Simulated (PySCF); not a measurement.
`C/C(Cl)=[CH]/[AlH][Cl]`. Level of theory: PySCF 2.14.0, PBE0-D3(BJ)/def2-SVP geometry optimisation, gas phase.

```
atom  x, y, z in Å
C1    -1.9728   -0.1457    0.2524
C2    -0.5022   -0.4292    0.1513
Cl3   -0.1160   -2.1358    0.0573
C4     0.4795    0.4865    0.1247
Al5    2.3776    0.1606   -0.0280
Cl6    3.5654    1.9057   -0.1562
H7    -2.5698   -1.0648    0.2321
H8    -2.2907    0.4973   -0.5826
H9    -2.1907    0.3929    1.1876
H10    0.1224    1.5243    0.1821
H11    3.1359   -1.2179   -0.0818
```

Problem. What is the longest distance between nuclei?

Solution. Cl6···H7, 6.83 Å; the next longest distance is 6.10 Å.

Problem. What is the repulsion energy of the bare nuclei, Σ ZA·ZB/RAB?

Solution. 364.79 Eh over 55 pairs, with full nuclear charges and distances in bohr; the largest single term is 55.30 Eh (Al5 with Cl6).

Problem. How far apart are these pairs, which share no bond: C2···H11, Cl3···H8, Al5···H8, Cl6···H8, H9···H10, H10···H11?

Solution. C2···H11 3.730 Å (3 bonds apart); Cl3···H8 3.474 Å (3 bonds apart); Al5···H8 4.713 Å (4 bonds apart); Cl6···H8 6.038 Å (5 bonds apart); H9···H10 2.764 Å (4 bonds apart); H10···H11 4.083 Å (3 bonds apart).

Problem. What are the angles C2–C1–H8, H7–C1–H9, C2–C1–H9, H7–C1–H8, C4–Al5–Cl6, Cl6–Al5–H11?

Solution. From the scalar product of the two bond vectors; for C2–C1–H8 it is -0.5654 Å² over 1.5011 × 1.1008 Å², cos θ = -0.3422. C2–C1–H8 110.0°; H7–C1–H9 108.5°; C2–C1–H9 110.1°; H7–C1–H8 108.6°; C4–Al5–Cl6 114.7°; Cl6–Al5–H11 116.7°.

Problem. Where is the centre of mass (commonest isotopes), and what is the radius of gyration?

Solution. Mass 137.958 u; centre at (1.138, -0.034, 0.022) Å; Rg = √(Σ m r²/M) = 2.408 Å. As Ia + Ib + Ic = 2 Σ m r², the three principal moments sum to 1599.6 u·Å².

Problem. How far are the heavy atoms from their best plane (unweighted least squares)?

Solution. 0.028 Å rms; C1 0.02, C2 0.00, Cl3 0.02, C4 0.03, Al5 0.04, Cl6 0.04 Å (magnitudes).

Problem. Write the matrix of distances between heavy atoms (Å, lower triangle).

Solution. 
```
C1    0.000
C2    1.501  0.000
Cl3   2.729  1.752  0.000
C4    2.536  1.343  2.690  0.000
Al5   4.370  2.945  3.391  1.932  0.000
Cl6   5.920  4.700  5.471  3.408  2.115  0.000
```

Whether it is a minimum is left open (no frequencies). The numbers are those of one conformer.
